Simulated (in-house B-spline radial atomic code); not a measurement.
RPA and G0W0 for the carbon ion C⁵⁺, 1s1, highest spin, as one setting changes: the highest l of the empty states. Start: Hartree-Fock. A dash marks a level of low quasi-particle weight. Computed with an all-electron radial atomic-structure program (B-spline basis): all electrons, non-relativistic, point nucleus, each spin shell either full or empty, empty states to the listed l with an (l + 1/2)⁻⁴ tail; G0W0 by contour deformation at full frequency.

Relativity, left out, deepens the 1s level by about Z⁴α²/8 hartree.

With one electron the exact correlation energy is zero, so what RPA and GW give is self-correlation.

| highest l of the empty states | RPA summed (Eh) | RPA extrapolated (Eh) | G0W0 level (eV) |
| --- | --- | --- | --- |
| 2 | -0.020246 | -0.021101 | 1s up -489.66 |
| 3 | ? | ? | ? |
| 4 | -0.02097 | -0.021184 | 1s up -489.67 |
| 5 | -0.021061 | -0.021188 | 1s up -489.67 |
| 6 | -0.021108 | -0.021189 | 1s up -489.67 |
| 7 | -0.021134 | -0.021188 | 1s up -489.67 |
| 8 | -0.02115 | -0.021187 | 1s up -489.67 |
| 9 | ? | ? | ? |
| 10 | -0.021165 | -0.021181 | 1s up -489.67 |
| 11 | -0.021168 | -0.021181 | 1s up -489.67 |

Problem. What belongs in the row for 9?

Solution. RPA summed (Eh): -0.021159; RPA extrapolated (Eh): -0.021185; G0W0 level (eV): 1s up -489.67.

Problem. What belongs in the row for 3?

Solution. RPA summed (Eh): -0.020771; RPA extrapolated (Eh): -0.021169; G0W0 level (eV): 1s up -489.67.
